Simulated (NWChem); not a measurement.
# silylphosphine (SiPH5); SMILES [SiH3]P

```xyz
7

Si    -0.0001     1.0857    -0.0221
P      0.0001    -1.1921    -0.0910
H     -1.2109     1.5693    -0.7367
H      1.2065     1.5696    -0.7438
H      0.0039     1.6565     1.3525
H     -1.0367    -1.3499     0.8747
H      1.0428    -1.3496     0.8684
```
Atoms are numbered in this order, from 1.

Results from NWChem. Structure relaxed at the B3LYP/6-31G* (spherical d) level. GIAO values for the isolated, static molecule; σ is the absolute isotropic shielding, δ = σ(reference) − σ with the isolated reference molecule computed at the same levels (1H: tetramethylsilane, 31P: phosphine, 29Si: tetramethylsilane).

What does the run give for PBE/pcSseg-1? Quantities: δ Si1 (ppm); δ P2 (ppm); δ H3 (rotor mean) (ppm); δ H6 (ppm).


```
Quantity                 Result
-----------------------  ------
δ Si1 (ppm)               -82.9
δ P2 (ppm)                -16.2
δ H3 (rotor mean) (ppm)    4.18
δ H6 (ppm)                 1.71
```
